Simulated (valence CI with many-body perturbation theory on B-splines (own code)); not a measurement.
**E1 transitions of W LXIX**

Calculated by valence CI with perturbative core correlation (CI+MBPT): four valence electrons over a frozen Dirac-Fock core [He], a basis of 11 s, 11 p, 10 d, 8 f, 5 g, 2 h functions for each j, with the one-electron correlation potential Σ1 (screened to all orders), the two-electron term Σ2, the three-electron term Σ3, Breit, model QED; selected single and double excitations, second order for the rest, scaled by the run's own slope (own B-spline code, finite nucleus).

No measured spectrum was set against this ion. As an estimate, large intervals hold to a few tenths of a per cent, small ones and those within an open d or f shell to about a per cent. Among the levels kept, up to 1300 cm⁻¹ of a level comes from second order outside the variational space, and about a tenth of that is noise between levels of different J, which matters for small intervals.

Lines 201 to 250 of 600 in falling wavelength, among levels below 116860 × 10³ cm⁻¹, chosen from the strongest by gf and those to the six lowest levels. Wavelengths and rates use the calculated energies. Electric multipoles are in the length gauge, E1 and E2 with the static RPA response of the core. Weak lines are less certain than strong ones. Lines between different terms over intervals too small for the method are left out, as are lines whose strength nearly cancels. The highest levels of a list are the least certain.

Levels are named by their leading jj configuration (3d3/2^4 stands for four electrons in 3d with j = 3/2), which in mixed levels can hold well under half, so a name can repeat and another be missing. Letters in brackets count levels of one name in rising energy.

```csv
λ vac (nm),Upper,Lower,A (s⁻¹),log gf,Branch %
0.7005,(2s 2p3/2^2 3p3/2) J=2 [c],(2s^2 2p3/2 3p3/2) J=2,1.06e+13,-0.41,23.1
0.7002,(2p1/2^2 2p3/2 3p3/2) J=3,(2s 2p1/2^2 3p3/2) J=2,8.62e+12,-0.35,2.2
0.7001,(2p1/2 2p3/2^2 3p3/2) J=3 [b],(2s 2p1/2 2p3/2 3p3/2) J=3 [b],6.52e+12,-0.47,1.6
0.7001,(2p1/2^2 2p3/2 3d5/2) J=4,(2s 2p1/2^2 3d5/2) J=3,7.72e+12,-0.29,43.4
0.6995,(2s 2p1/2 2p3/2 3p1/2) J=1 [b],(2s^2 2p1/2 3p1/2) J=1,1.28e+13,-0.55,2.7
0.6994,(2s 2p1/2 2p3/2 3s) J=1 [b],(2s^2 2p1/2 3s) J=1,1.07e+13,-0.63,3.2
0.6993,(2s 2p1/2 2p3/2 3d3/2) J=2 [d],(2s^2 2p1/2 3d3/2) J=1,9.75e+12,-0.45,0.5
0.6992,(2s 2p1/2 2p3/2 3d3/2) J=3 [c],(2s^2 2p1/2 3d3/2) J=2,1.03e+13,-0.28,8.6
0.6989,(2s 2p1/2 2p3/2 3d3/2) J=1 [c],(2s^2 2p1/2 3d3/2) J=2,9.95e+12,-0.66,1.8
0.6984,(2s 2p1/2 2p3/2 3p1/2) J=2 [c],(2s^2 2p1/2 3p1/2) J=1,1.15e+13,-0.38,3.6
0.6984,(2p1/2^2 2p3/2 3d3/2) J=2,(2s 2p1/2^2 3d3/2) J=2,4.47e+12,-0.79,2.6
0.6984,(2s 2p1/2 2p3/2 3d5/2) J=2 [c],(2s^2 2p1/2 3d5/2) J=3,3.41e+12,-0.90,0.2
0.6983,(2s 2p1/2 2p3/2 3p1/2) J=1 [c],(2s^2 2p1/2 3p1/2) J=0,1.21e+13,-0.57,3.7
0.6979,(2s 2p1/2 2p3/2 3d5/2) J=3 [d],(2s^2 2p1/2 3d5/2) J=3,1.14e+13,-0.23,0.5
0.6979,(2s 2p3/2^2 3d3/2) J=2 [b],(2s^2 2p3/2 3d3/2) J=1,3.15e+12,-0.94,0.2
0.6972,(2p1/2 2p3/2^2 3s) J=1 [b],(2s 2p1/2 2p3/2 3s) J=2 [c],1.08e+13,-0.63,5.7
0.6971,(2p1/2 2p3/2^2 3p1/2) J=1 [b],(2s 2p1/2 2p3/2 3p1/2) J=2 [c],1.10e+13,-0.62,1.3
0.6969,(2s 2p3/2^2 3d3/2) J=1 [b],(2s^2 2p3/2 3d3/2) J=2,1.13e+13,-0.61,0.8
0.6967,(2s 2p1/2 2p3/2 3d5/2) J=2 [c],(2s^2 2p1/2 3d5/2) J=2,8.71e+12,-0.50,0.4
0.6967,(2s 2p3/2^2 3d3/2) J=3 [b],(2s^2 2p3/2 3d3/2) J=3,1.18e+13,-0.22,0.8
0.6965,(2s 2p1/2 2p3/2 3d5/2) J=2 [d],(2s^2 2p1/2 3d5/2) J=3,9.50e+12,-0.46,0.6
0.6963,(2p1/2 2p3/2^2 3s) J=0,(2s 2p1/2 2p3/2 3s) J=1 [c],1.58e+13,-0.94,11.1
0.6961,(2p1/2 2p3/2^2 3p1/2) J=1 [b],(2s 2p1/2 2p3/2 3p1/2) J=1 [b],6.27e+12,-0.86,0.8
0.6961,(2s 2p1/2 2p3/2 3p3/2) J=1 [c],(2s^2 2p1/2 3p3/2) J=1,7.74e+12,-0.77,3.0
0.6961,(2s 2p1/2 2p3/2 3d5/2) J=1 [c],(2s^2 2p1/2 3d5/2) J=2,1.19e+13,-0.59,0.8
0.6960,(2p1/2^2 2p3/2 3d3/2) J=2,(2s 2p1/2^2 3d3/2) J=1,4.09e+12,-0.83,2.3
0.6960,(2s 2p1/2 2p3/2 3p3/2) J=2 [d],(2s^2 2p1/2 3p3/2) J=2,1.05e+13,-0.42,4.4
0.6960,(2s 2p3/2^2 3p3/2) J=0,(2s^2 2p3/2 3p3/2) J=1,1.91e+13,-0.86,80.6
0.6959,(2p1/2^2 2p3/2 3p1/2) J=1,(2s 2p1/2^2 3p1/2) J=0,5.90e+12,-0.89,0.6
0.6958,(2s 2p1/2 2p3/2 3s) J=2 [c],(2s^2 2p1/2 3s) J=1,1.11e+13,-0.40,6.5
0.6956,(2p1/2^2 2p3/2 3d5/2) J=3,(2s 2p1/2^2 3d5/2) J=2,3.62e+12,-0.74,0.1
0.6956,(2p1/2 2p3/2^2 3p1/2) J=0,(2s 2p1/2 2p3/2 3p1/2) J=1 [c],1.94e+13,-0.85,2.8
0.6956,(2s 2p1/2 2p3/2 3s) J=1 [c],(2s^2 2p1/2 3s) J=0,1.00e+13,-0.66,6.9
0.6953,(2p1/2^2 2p3/2 3d3/2) J=3,(2s 2p1/2^2 3d3/2) J=2,7.73e+12,-0.41,12.1
0.6952,(2s 2p3/2^2 3s) J=1 [b],(2s^2 2p3/2 3s) J=1,1.67e+13,-0.44,4.7
0.6951,(2p1/2^2 2p3/2 3p1/2) J=2,(2s 2p1/2^2 3p1/2) J=1,8.67e+12,-0.50,0.9
0.6948,(2s 2p3/2^2 3d5/2) J=3 [c],(2s^2 2p3/2 3d5/2) J=2,4.96e+12,-0.60,0.3
0.6947,(2s 2p3/2^2 3d3/2) J=1 [c],(2s^2 2p3/2 3d3/2) J=0,6.44e+12,-0.85,0.4
0.6944,(2s 2p3/2^2 3s) J=1 [a],(2s^2 2p3/2 3s) J=2,9.24e+12,-0.70,4.4
0.6940,(2s 2p3/2^2 3p3/2) J=3 [b],(2s^2 2p3/2 3p3/2) J=3,1.46e+13,-0.13,3.8
0.6939,(2s 2p3/2^2 3p1/2) J=1 [b],(2s^2 2p3/2 3p1/2) J=2,9.20e+12,-0.70,2.1
0.6937,(2p1/2 2p3/2^2 3p3/2) J=1 [c],(2s 2p1/2 2p3/2 3p3/2) J=2 [c],7.90e+12,-0.77,1.8
0.6936,(2p1/2 2p3/2^2 3s) J=1 [b],(2s 2p1/2 2p3/2 3s) J=1 [b],5.40e+12,-0.93,2.8
0.6935,(2s 2p3/2^2 3d3/2) J=2 [c],(2s^2 2p3/2 3d3/2) J=3,1.10e+13,-0.40,0.7
0.6934,(2s 2p3/2^2 3p1/2) J=2 [b],(2s^2 2p3/2 3p1/2) J=2,1.68e+13,-0.22,6.0
0.6934,(2s 2p3/2^2 3p1/2) J=1 [a],(2s^2 2p3/2 3p1/2) J=1,1.63e+13,-0.45,3.6
0.6934,(2s 2p3/2^2 3d3/2) J=3 [b],(2s^2 2p3/2 3d3/2) J=2,2.85e+12,-0.84,0.2
0.6933,(2s 2p3/2^2 3d5/2) J=4 [b],(2s^2 2p3/2 3d5/2) J=4,1.23e+13,-0.10,21.9
0.6931,(2s 2p3/2^2 3p3/2) J=2 [b],(2s^2 2p3/2 3p3/2) J=3,1.28e+13,-0.34,17.7
0.6930,(2s 2p3/2^2 3d3/2) J=1 [c],(2s^2 2p3/2 3d3/2) J=1,5.78e+12,-0.90,0.4
```
